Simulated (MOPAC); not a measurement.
Input file for MOPAC: PM7 on ZnCl, 2S+1 = 2, a spin state set in the input, which need not be the lowest, a point of a bond scan (R = 2.363 Å).

```
PM7 1SCF PRECISE CHARGE=0 UHF MS=0.5 THREADS=1
ClZn

Zn     0.00000000 1     0.00000000 1     0.00000000 1
Cl     0.00000000 1     0.00000000 1     2.36313700 1
```

Program output:

```
*******************************************************************************
 **                                                                           **
 **                              MOPAC v23.2.5                                **
 **                                                                           **
 *******************************************************************************
 ** MOPAC's Digital Object Identifier: https://doi.org/10.5281/zenodo.6511958 **
 **                                                                           **
 ** Please cite the open-source release paper for use of this MOPAC version:  **
 ** J. E. Moussa and J. J. P. Stewart (2026)                                  **
 ** MOPAC: An open-source semiempirical molecular orbital program             **
 ** J. Open Source Softw., 11(119), 8025, https://doi.org/10.21105/joss.08025 **
 *******************************************************************************

                              PM7 CALCULATION RESULTS

 *******************************************************************************
 *  PM7        - The PM7 Hamiltonian to be used
 *  UHF        - UNRESTRICTED HARTREE-FOCK CALCULATION
 *
 *
 *
 *                 CHARGE ON SYSTEM = 0
 *
 *
 *
 *  MS=        - IN MECI, MAGNETIC COMPONENT OF SPIN =  0.5
 *  PRECISE    - TIGHTER CRITERIA TO BE USED
 *  1SCF       - DO 1 SCF AND THEN STOP
 *  THREADS=1  - MULTI-THREADING NOT USED
 *  T=         - A TIME OF 172800.0 SECONDS REQUESTED
 *  DUMP=N     - RESTART FILE WRITTEN EVERY 7200.0 SECONDS REQUESTED
 *******************************************************************************
PM7 1SCF PRECISE CHARGE=0 UHF MS=0.5 THREADS=1
 ClZn

   ATOM   CHEMICAL          X               Y               Z
  NUMBER   SYMBOL      (ANGSTROMS)     (ANGSTROMS)     (ANGSTROMS)

     1      Zn          0.00000000  *   0.00000000  *   0.00000000  *
     2      Cl          0.00000000  *   0.00000000  *   2.36313700  *



          CARTESIAN COORDINATES

    NO.       ATOM           X           Y           Z

     1        Zn          0.0000      0.0000      0.0000
     2        Cl          0.0000      0.0000      2.3631

 General Reference for PM7:
 "Optimization of Parameters for Semiempirical Methods VI: More Modifications to the
 NDDO Approximations and Re-optimization of Parameters", J. J. P. Stewart, J. Mol. Mod., 1:32, 19 (2013)
 https://link.springer.com/article/10.1007/s00894-012-1667-x

           Empirical Formula: Zn Cl  =     2 atoms



      MOLECULAR POINT GROUP   :   C*v


          UHF CALCULATION, NO. OF ALPHA ELECTRONS =    5
                           NO. OF BETA  ELECTRONS =    4

 -------------------------------------------------------------------------------
 PM7 1SCF PRECISE CHARGE=0 UHF MS=0.5 THREADS=1
 ClZn



     1SCF WAS SPECIFIED, SO BFGS WAS NOT USED
     SCF FIELD WAS ACHIEVED


                              PM7 CALCULATION
                                                       MOPAC v23.2.5 Linux




          FINAL HEAT OF FORMATION =         29.70406 KCAL/MOL =     124.28179 KJ/MOL


          COSMO AREA              =         70.08 SQUARE ANGSTROMS
          COSMO VOLUME            =         50.89 CUBIC ANGSTROMS

          IONIZATION POTENTIAL    =          8.532315 EV
          ALPHA SOMO LUMO (EV)    =         -8.532  2.507
          BETA  SOMO LUMO (EV)    =        -10.627 -1.663
          NO. OF ALPHA ELECTRONS  =          5
          NO. OF BETA  ELECTRONS  =          4
          MOLECULAR WEIGHT        =        100.8330         POINT GROUP:  C*v

          MOLECULAR DIMENSIONS (Angstroms)

            Atom       Atom       Distance
           Cl     2   Zn     1     2.36314
           Cl     2   Zn     1     0.00000
           Zn     1   Cl     2     0.00000


          SCF CALCULATIONS        =          1





   ATOM   CHEMICAL          X               Y               Z
  NUMBER   SYMBOL      (ANGSTROMS)     (ANGSTROMS)     (ANGSTROMS)

     1      Zn          0.00000000  *   0.00000000  *   0.00000000  *
     2      Cl          0.00000000  *   0.00000000  *   2.36313700  *

                             CARTESIAN COORDINATES

   1   Zn        0.000000000     0.000000000     0.000000000
   2   Cl        0.000000000     0.000000000     2.363137000


           Empirical Formula: Zn Cl  =     2 atoms



      MOLECULAR POINT GROUP   :   C*v


          ALPHA EIGENVALUES
 -25.84311 -13.36618 -10.75933 -10.75933  -8.53232   2.50672   2.94970   2.94970
  72.39114  72.55481  72.55481  73.18573  73.18573


           BETA EIGENVALUES
 -23.72437 -12.42935 -10.62697 -10.62697  -1.66262   3.62792   3.62792   4.34530
  72.80719  72.85390  72.85390  73.22553  73.22553


              NET ATOMIC CHARGES AND DIPOLE CONTRIBUTIONS

  ATOM NO.   TYPE          CHARGE      No. of ELECS.   s-Pop       p-Pop       d-Pop
    1         Zn           0.415685        1.5843     1.39857     0.18574
    2         Cl          -0.415685        7.4157     1.99044     5.42310     0.00214
 DIPOLE           X         Y         Z       TOTAL
 POINT-CHG.     0.000     0.000    -4.718     4.718
 HYBRID         0.000     0.000     0.850     0.850
 SUM            0.000     0.000    -3.868     3.868


          ATOMIC ORBITAL ELECTRON POPULATIONS

     Atom    s        px        py        pz      x^2-y^2     xz        z^2       yz        xy
    1 Zn   1.39857   0.00328   0.00328   0.17919
    2 Cl   1.99044   1.99671   1.99671   1.42969   0.00000   0.00002   0.00210   0.00002   0.00000


                    (SZ)    =    0.500000
                    (S**2)  =    0.774389


          ATOMIC ORBITAL SPIN POPULATIONS

    Atom   Total    s     px     py     pz   x^2-y^2  xz     z^2    yz     xy
         Atomic
    1 Zn  0.5653  0.439 -0.000 -0.000  0.126
    2 Cl  0.4347  0.007  0.000  0.000  0.427  0.000  0.000  0.000  0.000  0.000

 **********************
 *                    *
 * JOB ENDED NORMALLY *
 *                    *
 **********************




 == MOPAC DONE ==
```

The run finished.

Cost: roughly 0.020 core-seconds.
